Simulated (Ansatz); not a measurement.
`N[CH2][ZnH]` + CH₃OH → `C[O][ZnH]` + CH₃NH₂  (ligand exchange at a Zn–C bond)

Computed with Ansatz on PBE0-D4/def2-TZVP structures; ΔE is electronic, products minus reactants. CCSD(T)/CBS is the MP2 limit (def2-TZVPP, def2-QZVPP) plus CCSD(T) − MP2 in def2-TZVPP, frozen cores. This one scheme is used for every species. Functionals use def2-TZVPP. B3LYP here is the variant with VWN-RPA as its local correlation; programs differ in this. For Zn outer-core shells are correlated without core-valence functions, which leaves a few kJ/mol of doubt a bond. Scalar relativity is left out up to krypton. One conformer a species, not always the lowest.

| level | ΔE (kJ/mol) |
| --- | --- |
| B3LYP-D4 | -79.2 |
| r2SCAN | -80.8 |
| r2SCAN0 | -78.7 |
| MP2/def2-QZVPP | -78.9 |

Task: What does CCSD(T)/CBS give? (An estimate is asked.)

Result: Computed: -77.7 kJ/mol. The listed levels differ from it by -1.5, -3.1, -1.0, -1.2 kJ/mol.

Largest T1 diagnostic among the species: 0.017.

Leaving LDA and LC-ωPBE aside and taking each functional with its dispersion term where it has one, the values, not all of them listed here, spread over 11.7 kJ/mol, from B97M-V to revPBE-D4. At CCSD(T), def2-SVP lies −8.2 kJ/mol from the extrapolated value and def2-TZVPP +0.4 kJ/mol. In def2-TZVPP, CCSD(T) changes the Hartree–Fock value by +13.8 kJ/mol (the triples alone add +1.4 kJ/mol) and MP2 by +13.4 kJ/mol.
